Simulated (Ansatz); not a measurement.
The same path of FGeH$_{4}$N (7 atoms, charge 0, multiplicity 1) was run twice with different band settings. The coordinate that changes most is the dihedral H5–N1–Ge2–F3.

Method: RKS PBE/def2-SVPD (Ansatz 0.2.0).

Relaxed end points:

```xyz
7
Properties=species:S:1:pos:R:3
N -0.806 0.432 -0.711
Ge 0.583 -0.033 0.386
F 0.476 -1.742 0.931
H -0.847 -0.021 -1.626
H -1.738 0.461 -0.293
H 0.495 0.796 1.682
H 1.898 0.039 -0.415
```

```xyz
7
Properties=species:S:1:pos:R:3
N -0.806 0.431 -0.711
Ge 0.584 -0.032 0.386
F 0.475 -1.741 0.930
H -1.739 0.458 -0.293
H -0.847 -0.022 -1.626
H 0.495 0.797 1.682
H 1.898 0.040 -0.415
```

Common settings: movable images 5; climbing image yes; spring 5.0 eV/Å²; optimiser quadratic models (default); start path IDPP; iteration limit 60; end points relaxed.

| run | force threshold |
| --- | --- |
| 1 | 0.05 eV/Å |
| 2 | 0.5 eV/Å |

**Question.** What does each run give, and how far can it be trusted?

**Answer.** Run 1: converged after 7 iterations, highest image 0.222 eV above the first end. A vibrational analysis at the climbing image gives 2 clearly imaginary modes (359i, 274i cm⁻¹): a point of higher order, so a lower path passes nearby.
Run 2: converged after 3 iterations, highest image 0.226 eV above the first end. The threshold of 0.5 eV/Å is loose, so the images may lie well off the minimum-energy path. The order of the stationary point at the top wasn't checked.
